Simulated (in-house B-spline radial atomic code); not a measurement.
Pb²⁺. Computed with a B-spline radial atomic code. Model: non-relativistic spherical atom: semilocal Troullier-Martins pseudo-atom, one channel per l, against all electrons, high spin, G0W0 and RPA with empty states to l = 8, local potential for every l without a channel, a model core (radius 0 = none) keeps its share of the functional.

The core holds an angular momentum without a channel of its own, so the local potential lets valence electrons into it.

Without relativity these are model numbers for so heavy an element.

What the tables leave out is listed at the end.

The pseudopotential gives back the lowest level of each angular momentum of its own functional in the configuration it was made in; a second state of the same l is only approximately right. Exact exchange, RPA and GW see the smooth pseudo-orbitals and miss the exchange with the core, for which the functional's share stands in. The column with an uncorrelated core keeps all orbitals and exact exchange, and so separates missing core correlation from pseudisation. Only the three outermost levels and the lowest empty one were computed. RPA here is direct RPA, with no exchange kernel, and its energies carry an (l + 1/2)⁻⁴ tail. A hybrid on a potential with a model core restores only its own semilocal share of the core's exchange.

Command:
```bash
python run_psgw.py task.json out
```
Settings (lengths in bohr, energies in hartree):
```
Z                      82
electrons              80
configuration          [Xe] 4f14 5d10 6s2
generated_in           [Xe] 4f14 5d10 6s2 6p2
functional             lda,vwn
core_shells            12
radius_factor          1
core_correction        False
ion_configuration      [Xe] 4f14 5d10 6s1
```

Run time, properties included: 100 s on 1 thread of Arm Neoverse N1, on a shared host.

Given: made with LDA VWN5; model core radius 0 bohr; local radius 1.314 bohr; mean-field start LDA VWN5.

Valence shells of the generating configuration: 5d, 6s, 6p.

Channel: s 2.222, p 2.711, d 1.068 (radii in bohr).

Computed: largest level miss in the spin-unpolarised generating configuration 0 eV; valence RPA correlation energy all-electron orbitals -0.66035 hartree; valence RPA correlation energy pseudo -1.0968 hartree; all-electron RPA polarisability, core included 16.041 bohr³; pseudo-atom RPA polarisability 16.058 bohr³; ionisation by RPA all-electron 28.526 eV; ionisation by RPA pseudo minus all 1.005 eV.

```json
{"level": "6s", "occupied": "1", "mean-field all-electron (eV)": "-24.419", "mean-field pseudo minus all (eV)": "0.012", "G0W0 all-electron (eV)": "-28.536", "G0W0 uncorrelated core minus all (eV)": "0.11", "G0W0 pseudo minus all (eV)": "-0.748", "exchange self-energy all-electron (eV)": "-15.093", "exchange self-energy pseudo (eV)": "-13.143"}
{"level": "5d", "occupied": "1", "mean-field all-electron (eV)": "-40.948", "mean-field pseudo minus all (eV)": "0.109", "G0W0 all-electron (eV)": "-48.366", "G0W0 uncorrelated core minus all (eV)": "-0.332", "G0W0 pseudo minus all (eV)": "2.803", "exchange self-energy all-electron (eV)": "-41.72", "exchange self-energy pseudo (eV)": "-24.842"}
{"level": "6p (empty)", "occupied": "0", "mean-field all-electron (eV)": "-17.339", "mean-field pseudo minus all (eV)": "0.003", "G0W0 all-electron (eV)": "-13.954", "G0W0 uncorrelated core minus all (eV)": "0.074", "G0W0 pseudo minus all (eV)": "-0.442", "exchange self-energy all-electron (eV)": "-5.3441", "exchange self-energy pseudo (eV)": "-4.4668"}
```

Question: What is the ionisation by mean-field all-electron?

Answer: 28.682 eV.

Question: What is the ionisation by mean-field pseudo minus all?

Answer: -0.033 eV.

Given: mean-field start PBE0.

Computed: valence RPA correlation energy all-electron orbitals -0.62167 hartree; all-electron RPA polarisability, core included 15.05 bohr³; pseudo-atom RPA polarisability 14.705 bohr³; ionisation by mean-field all-electron 27.873 eV; ionisation by RPA all-electron 28.348 eV; ionisation by RPA pseudo minus all 1.049 eV.

```csv
level,occupied,mean-field all-electron (eV),mean-field pseudo minus all (eV),G0W0 all-electron (eV),G0W0 uncorrelated core minus all (eV),G0W0 pseudo minus all (eV),exchange self-energy all-electron (eV),exchange self-energy pseudo (eV)
6s,1,-24.8,-0.334,-28.381,0.112,-0.858,-14.79,-13.179
6p (empty),0,-16.075,-0.326,-13.942,0.069,-0.388,-4.9566,-4.4089
```

Question: What is the valence RPA correlation energy pseudo?

Answer: -1.0568 hartree.

Question: What is the ionisation by mean-field pseudo minus all?

Answer: 0.34 eV.

Given: mean-field start Hartree-Fock.

Computed: valence RPA correlation energy pseudo -0.95108 hartree; all-electron RPA polarisability, core included 12.828 bohr³; pseudo-atom RPA polarisability 12.159 bohr³; ionisation by mean-field all-electron 26.086 eV; ionisation by mean-field pseudo minus all 1.034 eV; ionisation by RPA all-electron 27.939 eV.

```json
{"level": "6s", "occupied": "1", "mean-field all-electron (eV)": "-26.317", "mean-field pseudo minus all (eV)": "-1.046", "G0W0 all-electron (eV)": "-28.141", "G0W0 uncorrelated core minus all (eV)": "0.111", "G0W0 pseudo minus all (eV)": "-1.225", "exchange self-energy all-electron (eV)": "-14.074", "exchange self-energy pseudo (eV)": "-13.177"}
{"level": "6p (empty)", "occupied": "0", "mean-field all-electron (eV)": "-12.874", "mean-field pseudo minus all (eV)": "-0.946", "G0W0 all-electron (eV)": "-13.871", "G0W0 uncorrelated core minus all (eV)": "0.055", "G0W0 pseudo minus all (eV)": "-0.5", "exchange self-energy all-electron (eV)": "-4.0749", "exchange self-energy pseudo (eV)": "-4.233"}
```

Question: What is the ionisation by RPA pseudo minus all?

Answer: 1.14 eV.

Question: What is the valence RPA correlation energy all-electron orbitals?

Answer: -0.53395 hartree.

Among the listed levels the largest G0W0 shift of the pseudo-atom is +2.80 eV, for 5d on the LDA VWN5 start, while leaving the core uncorrelated moves that level by -0.33 eV. So pseudisation and the lost core exchange, not the missing core correlation, make the error. Not in the tables (levels of low weight, unsolved or above zero; the highest and the empty levels are kept at any weight): on PBE0 the G0W0 levels 5d (pseudo minus all +2.72 eV, weights 0.90 and 0.53); on Hartree-Fock the G0W0 levels 5d (pseudo minus all +2.59 eV, weights 0.94 and 0.89).
